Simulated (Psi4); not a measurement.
C$_{4}$H$_{10}$O$_{2}$, triplet, at the geometry of the source list (a higher spin typed on purpose: for a closed-shell molecule this is an excited state). Base run: MP2/6-31G run with Psi4.

The Psi4 input:
```
memory 2 GB

molecule {
0 3
C     2.71370000    0.69860000   -0.02800000
O     1.44120000    0.34540000    0.44290000
C     0.72900000   -0.46100000   -0.46200000
C    -0.67420000   -0.70520000    0.07440000
O    -1.47700000    0.41840000   -0.18900000
C    -2.76110000    0.31140000    0.36370000
H     3.33360000   -0.19090000   -0.20480000
H     3.17080000    1.31310000    0.74430000
H     2.65050000    1.27010000   -0.96250000
H     1.24560000   -1.42710000   -0.59160000
H     0.65550000    0.03230000   -1.44200000
H    -1.10360000   -1.59660000   -0.41340000
H    -0.61520000   -0.89110000    1.15660000
H    -3.29860000   -0.55590000   -0.04340000
H    -2.72020000    0.21420000    1.45580000
H    -3.28990000    1.22420000    0.09910000
}

set {
  basis 6-31g
  reference uhf
  freeze_core true
}

energy('mp2')
print_variables()
```

The base run was repeated with changes; each row names its change, and settings that it needs were set with it.

```csv
change,basis functions,E (Eh),MP2 correlation (Eh),core-seconds (rough)
base,74,-307.10321,-0.66131,9
basis = 3-21G,74,-305.52559,-0.65884,10
basis = 6-31G*,?,?,?,20
basis = cc-pVDZ,134,-307.62660,-0.98933,20
basis = def2-SVP,134,?,?,20
basis = 6-31+G*,134,-307.60085,-0.91613,20
basis = 6-311G**,?,?,?,30
basis = def2-SVPD,206,-307.47153,-1.01404,40
"basis = 6-311+G(2d,p)",222,-307.86719,-1.08487,50
basis = aug-cc-pVDZ,228,-307.75518,-1.00940,50
basis = aug-pcseg-1,228,-307.64450,-0.99863,40
basis = def2-TZVPD,?,?,?,60
basis = cc-pVTZ,320,-307.97212,-1.21086,60
```

**Question.** What belongs in the gaps?

**Answer.** 
- basis = 6-31G*, basis functions: 110
- basis = 6-31G*, E (Eh): -307.51540
- basis = 6-31G*, MP2 correlation (Eh): -0.93729
- basis = def2-SVP, E (Eh): -307.36946
- basis = def2-SVP, MP2 correlation (Eh): -0.98314
- basis = 6-311G**, basis functions: 168
- basis = 6-311G**, E (Eh): -307.75818
- basis = 6-311G**, MP2 correlation (Eh): -1.04107
- basis = def2-TZVPD, basis functions: 318
- basis = def2-TZVPD, E (Eh): -307.98826
- basis = def2-TZVPD, MP2 correlation (Eh): -1.17372

Totals compare only among sets that treat the same electrons; sets with core potentials leave the core out.

Open shells are given as the SCF converged; they aren't shown to be the lowest states, and a large step between rows can be another state.
